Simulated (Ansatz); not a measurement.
```xyz
10

C    -0.9297   -0.5736   -1.5422
O    -0.4882    0.5490   -0.8157
In    0.5214    0.3632    0.8656
O     0.7048   -1.5055    1.4867
S     1.3467    2.2872    1.9592
H    -1.2152   -1.4209   -0.9068
H    -1.8087   -0.2829   -2.1275
H    -0.1616   -0.9259   -2.2422
H     1.1746   -1.5858    2.3200
H     0.8558    3.0952    1.0029
```

The species carries charge 0 and has multiplicity 1. In takes the def2 core potential.

(1) List the PBE/def2-TZVPP orbital energies in eV (Ansatz). (An estimate is asked.)

Answers

(1) The calculation gave: Occupied: -2396.12, -510.03, -509.93, -269.79, -209.05, -155.19, -155.13, -154.97, -122.27, -80.02, -79.78, -79.74, -24.45, -24.15, -19.58, -19.17, -19.13, -19.09, -18.91, -17.69, -15.97, -11.94, -10.67, -10.47, -10.42, -10.18, -8.79, -7.50, -7.27, -6.61, -6.58, -6.09. Lowest empty: -2.65, -1.39, -0.68, -0.19, 0.51, 1.54, 1.57, 1.95.
